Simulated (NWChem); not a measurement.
System: CH2ClF3Si; SMILES FC(F)[Si@H](F)Cl

Input file for NWChem:

```
start job
memory heap 200 mb stack 900 mb global 1100 mb
geometry units angstroms
  F      1.845228    -1.289539     0.858397
  C      1.297400    -0.143028     0.369087
  F      1.844527     0.045574    -0.860328
  Si    -0.636435    -0.298742     0.265847
  F     -0.954783    -1.040772    -1.116083
  Cl    -1.416813     1.523834     0.197600
  H      1.663627     0.675015     1.007634
  H     -1.105969    -1.180957     1.309483
end
basis spherical
  * library def2-svp
end
dft
  xc pbe0
  iterations 150
end
driver
  maxiter 120
end
task dft optimize
task dft freq
```

The level has its own optimisation; frequencies are unscaled.

**Question.** What results follow from this input? (PBE0/def2-SVP.) Quantities: r C–Si (Å); r C–H (Å); r F–Si (Å); r Cl–Si (Å); highest harmonic frequency (cm⁻¹); lowest (cm⁻¹); zero-point energy (kcal/mol); dipole (D).

**Answer.** 
```json
{
  "r C–Si (Å)": "1.912",
  "r C–H (Å)": "1.107",
  "r F–Si (Å)": "1.613",
  "r Cl–Si (Å)": "2.046",
  "highest harmonic frequency (cm⁻¹)": "3056",
  "lowest (cm⁻¹)": "46",
  "zero-point energy (kcal/mol)": "22.9",
  "dipole (D)": "2.22"
}
```
